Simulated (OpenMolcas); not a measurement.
Mo5+ (d1) among equal point charges was computed by CASSCF with the d shell active (OpenMolcas, ANO-RCC-VDZP on the metal). Its lowest spin-free states, and all those of the highest spin:

```tsv
2S+1	Degeneracy	E (cm-1)
2	1	0.0
2	2	430.7
2	1	18195
2	1	19240
```

Task: Is the site octahedral, tetrahedral or cube-like, axial, or of lower symmetry?

Result: The states with 2S+1 = 2 have orbital degeneracies 1, 2, 1, 1. There are pairs but no triples, so the site is axial: not cubic, but with a proper or improper axis of order three or more. The run had Mo5+ among 6 point charges of -1.7 e arranged as a tetragonal octahedron (D4h), 1.69 Å from the ion, with the axial distance 1.673 Å. The active orbitals were held to one l.

This is an electrostatic model: the charges have no orbitals. No measured value stands beside these numbers.
